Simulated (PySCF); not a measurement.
Simulated C 1s region for `CC(C)(C)[SiH2]C(F)F`, binding energy against the vacuum level.

Every computed line was given a Gaussian of 1.0 eV full width at half maximum and an area set by the number of equivalent atoms; the highest printed point is 100. The calculation used delta-SCF UKS SCAN, pcX-2 on the ionised atom, pcseg-1 elsewhere, spin-free X2C in PySCF.

```
binding energy (eV)  intensity
              289.0          0
              289.2          1
              289.4          4
              289.6         11
              289.8         26
              290.0         51
              290.2         79
              290.4         99
              290.6        100
              290.8         81
              291.0         52
              291.2         27
              291.4         11
              291.6          4
              291.8          1
              292.0          0
              292.2          0
              292.4          0
              292.6          0
              292.8          0
              293.0          0
              293.2          0
              293.4          0
              293.6          1
              293.8          2
              294.0          6
              294.2         12
              294.4         19
              294.6         25
              294.8         25
              295.0         21
              295.2         14
              295.4          7
              295.6          3
              295.8          1
              296.0          0
              296.2          0
```

**Question.** How many maxima does the curve show, and how many computed lines lie under it?

**Answer.** The curve has 2 maxima (at 290.5 and 294.7 eV). Under it lie 3 lines from 3 inequivalent carbon sites. At this width some lines have no maximum of their own.

**Question.** Decompose the envelope and assign each component. Numbering: `[CH3:1][C:2]([CH3:3])([CH3:4])[SiH2:5][CH:6]([F:7])[F:8]`.

**Answer.** 
| position (eV) | relative area | line | atoms | environment |
| --- | --- | --- | --- | --- |
| 290.43 | 1 | C 1s | C2 | sp3 carbon bound to silicon |
| 290.53 | 3 | C 1s | C1/C3/C4 | methyl carbon |
| 294.72 | 1 | C 1s | C6 | CHF2 carbon |

**Question.** What are the centre and the root-mean-square width of the whole band?

**Answer.** The area-weighted mean of the lines is 291.35 eV. Their own spread about it is 1.69 eV (rms) and each Gaussian has σ = 1.0/2.355 = 0.42 eV; the variances add, which gives 1.74 eV.

The listed C 1s values span 4.29 eV, from C2 (bonded to 3 C and Si) to C6 (bonded to 2 F, H and Si). The widest gap between neighbouring values is 4.19 eV, between 290.53 and 294.72 eV.

The curve has no shake-up lines and no vibrational structure. Topologically equivalent atoms share the value of their first member; where this conformer doesn't relate them by symmetry, their own values could differ. Isolated species at its PBE0-D3(BJ)/def2-SVP geometry (one conformer only).

Time: 3.7 min of wall time; peak memory 0.80 GiB. Hardware: one thread, Arm Neoverse N1 (aarch64) (shared host).

Shape of the structure used: `[CH3:1][C:2]([CH3:3])([CH3:4])[SiH2:5][CH:6]([F:7])[F:8]`: C1–C2–Si5–C6 69°, C2–Si5–C6–F7 -54°.
